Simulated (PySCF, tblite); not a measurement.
C6H7ClN2Si.
Structure used (GFN2-xTB), in Å, numbered top down from 1:
```xyz
17
C6H7ClN2Si angstrom
C      0.1923   -3.0506    0.6170
N     -0.7213   -2.2988    0.2232
Si    -0.8163   -0.6526   -0.2888
Cl    -1.3443   -0.7490   -2.2388
C      0.6553    0.4398   -0.0843
C      1.6214    1.1506    0.0437
C      2.7665    2.0132    0.1946
C     -2.2802    0.0168    0.7581
C     -2.5101    1.4010    0.4968
N     -2.6772    2.5117    0.2773
H      1.2342   -2.7478    0.7456
H     -0.0422   -4.0841    0.8583
H      3.4188    1.9204   -0.6732
H      3.3246    1.7421    1.0903
H      2.4345    3.0472    0.2805
H     -3.1865   -0.5408    0.5169
H     -2.0766   -0.1071    1.8223
```

Method: PBE0/pcSseg-1 in PySCF (dipole) on a GFN2-xTB geometry, gas phase.

Take the most abundant isotopes and a rigid rotor. The values belong to one conformer with, in the numbering `[CH2:1]=[N:2][Si@:3]([Cl:4])([C:5]#[C:6][CH3:7])[CH2:8][C:9]#[N:10]`, C1–N2–Si3–Cl4 115°, N2–Si3–C8–C9 179°.

Q: What are A, B and C (cm⁻¹)?

A: Ia = 579.14, Ib = 649.53, Ic = 881.47 u·Å²; 505379 MHz·u·Å²/I gives 872.6, 778.1 and 573.3 MHz, that is A = 0.02911, B = 0.02595, C = 0.01912 cm⁻¹.

Q: What kind of rotor is it?

A: An asymmetric top: κ = (2 × 778.1 − 872.6 − 573.3)/(872.6 − 573.3) = 0.37.

Q: What does the inertial defect say?

A: Not planar: Δ = Ic − Ia − Ib = -347.19 u·Å². For a rigid frame Δ = −2 Σ m c², so Σ m c² = 173.60 u·Å² lies off the ab plane: 12.82 from hydrogen and 160.77 from heavier atoms. The atom farthest from that plane is 2.25 Å away.

Q: Which types of transition are allowed, and where do some lines up to J = 5 fall?

A: The dipole components are |μa| = 1.27 D, |μb| = 5.28 D, |μc| = 2.38 D. Intensities carry the squares of the components, which stand as 0.06 : 1.00 : 0.20 (a : b : c). Some lines, for components of 0.1 D or more:

```tsv
type	branch	J(Ka,Kc)	MHz	lower level (cm⁻¹)
a	Q	3(2,1) ← 3(2,2)	492	0.297
c	Q	3(3,1) ← 3(2,1)	563	0.313
b	Q	5(3,2) ← 5(2,3)	961	0.743
b	Q	3(2,2) ← 3(1,3)	1275	0.254
c	Q	5(5,1) ← 5(4,1)	1306	0.802
b	Q	5(4,2) ← 5(3,3)	1445	0.747
b	Q	4(1,3) ← 4(0,4)	1699	0.415
b	Q	5(1,4) ← 5(0,5)	2210	0.615
b	Q	5(2,4) ← 5(1,5)	2215	0.615
a	R	2(0,2) ← 1(0,1)	2567	0.045
c	R	2(1,1) ← 1(0,1)	3207	0.045
c	R	2(2,1) ← 1(1,1)	3396	0.048
b	R	2(2,0) ← 1(1,1)	3532	0.048
a	R	3(0,3) ← 2(0,2)	3699	0.131
c	R	3(1,2) ← 2(0,2)	4859	0.131
c	R	3(3,0) ← 2(2,0)	5045	0.166
c	R	3(3,1) ← 2(2,1)	5108	0.162
b	R	3(2,1) ← 2(1,2)	5444	0.132
b	R	5(1,5) ← 4(0,4)	5981	0.415
b	R	5(2,4) ← 4(1,3)	6498	0.472
c	R	5(3,3) ← 4(2,3)	8202	0.473
```

Q: Estimate the classical rotational partition function at 10 K, 25 K and 500 K.

A: Point group C1, symmetry number σ = 1; q = (√π/σ)·√((kT/h)³/(ABC)), k/h = 20836.6 MHz/K: 8540 at 10 K, 33800 at 25 K, 3020000 at 500 K.

Its lowest GFN2-xTB frequency is 12 cm⁻¹, too small to tell a flat minimum from a shallow saddle. Zero-point vibration and centrifugal distortion are left out. A rigid rotor knows nothing of internal rotation, which can split or shift real lines. Quadrupole hyperfine structure (14N, 35Cl) is left out.

The run took 83 s wall on one thread of an Arm Neoverse N1, no GPU (shared host), and the process peaked at 0.90 GiB of memory. This is the PBE0/pcSseg-1 job that gave the dipole, with the shieldings it also computed.
